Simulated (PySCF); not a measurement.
# Excitation energy of Zr by level of theory

Zr [Kr] 4d2 5s2 (3F) → Zr [Kr] 4d4 (5D), as a difference of total energies. Calculation: PySCF 2.14, in dyall-av2z; no relativity, point nucleus. Correlated levels: valence: [Kr] frozen; virtual orbitals above 40 to 60 times the deepest correlated orbital energy dropped. The calculations carry no spin-orbit coupling.

```json
{"method": "UHF", "excitation energy (eV)": "1.757"}
{"method": "LDA", "excitation energy (eV)": "1.148"}
{"method": "PBE", "excitation energy (eV)": "1.028"}
{"method": "PBE0", "excitation energy (eV)": "1.140"}
{"method": "r2SCAN", "excitation energy (eV)": "1.040"}
{"method": "revPBE", "excitation energy (eV)": "0.970"}
{"method": "B3LYP", "excitation energy (eV)": "1.586"}
{"method": "r2SCAN0", "excitation energy (eV)": "1.193"}
{"method": "MP2 (valence)", "excitation energy (eV)": "1.927"}
{"method": "SCS-MP2 (valence)", "excitation energy (eV)": "2.543"}
```

Question: How much does correlation contribute at MP2 (valence)?

Answer: 1.927 − (1.757) = 0.170 eV, measured against UHF.

A first-order spin-orbit estimate (lowest level to lowest level, LS coupling) adds 0.042 eV.
